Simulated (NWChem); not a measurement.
System: SnHF₃; SMILES [F][SnH]([F])[F]

```xyz
5

Sn     0.0000     0.0000    -0.2228
F      1.6256     0.6686     0.5380
F     -1.3918     1.0735     0.5380
F     -0.2338    -1.7421     0.5380
H      0.0000     0.0000    -1.9120
```
Atoms are numbered in this order, from 1.

All runs use the structure optimised with PBE0/def2-SVP. Not confirmed as a minimum by frequencies. B3LYP is NWChem's, with the RPA form of VWN correlation. def2 effective core potentials on Sn; no spin-orbit coupling.

List the 4 lowest vertical singlet excitations from B3LYP/def2-SVPD with def2 effective core potentials on Sn, TDA (NWChem).


| state | energy (eV) | oscillator strength | leading excitation (squared amplitude) |
|---|---|---|---|
| S1 | 7.07 | 0.000 | HOMO−1 → LUMO (0.99) |
| S2 | 7.23 | 0.008 | HOMO−2 → LUMO (0.71) |
| S3 | 7.23 | 0.008 | HOMO−3 → LUMO (0.71) |
| S4 | 7.31 | 0.149 | HOMO → LUMO (0.83) |
